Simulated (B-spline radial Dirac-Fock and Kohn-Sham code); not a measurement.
**Elastic and transport cross sections of palladium for electrons**

Level of theory: relativistic (Dirac) partial waves in the static field of the Dirac-Fock atom with Furness-McCarthy exchange, without polarisation or absorption potentials; an atomic code on a B-spline grid. Below a few hundred eV the neglected polarisation potential matters, most of all at small angles. σ_tr1 and σ_tr2 weight the cross section with 1 − P₁ and 1 − P₂ of cos θ; "backward" is the share scattered beyond 90°.

| energy (eV) | σ (a₀²) | σ_tr1 (a₀²) | σ_tr2 (a₀²) | σ/σ_tr1 | backward (%) |
| --- | --- | --- | --- | --- | --- |
| 50 | 29.1 | 17.1 | 18.9 | 1.70 | 32 |
| 83.4 | 30.1 | 11.7 | 14.5 | 2.56 | 15 |
| 100 | ? | ? | ? | ? | ? |
| 106 | 25.4 | 8.87 | 12.1 | 2.86 | 10 |
| 111 | 24.5 | 8.49 | 11.7 | 2.88 | 9.6 |
| 142 | 20.2 | 7.24 | 10.1 | 2.79 | 10 |
| 200 | 16.1 | 6.42 | 7.89 | 2.51 | 15 |
| 232 | 14.8 | 6.08 | 6.89 | 2.43 | 17 |
| 300 | 12.9 | 5.37 | 5.33 | 2.40 | 20 |
| 319 | 12.5 | 5.18 | 5.00 | 2.41 | 20 |

Question: Fill in the row for 100 eV.

Answer: σ = 26.6 a₀², σ_tr1 = 9.42 a₀², σ_tr2 = 12.6 a₀², σ/σ_tr1 = 2.82, backward 11 %. The ratio σ/σ_tr1 is roughly the number of elastic collisions that randomise the direction.

Values without a named source are computed, but for edge energies of neutral atoms, which are taken from tables.
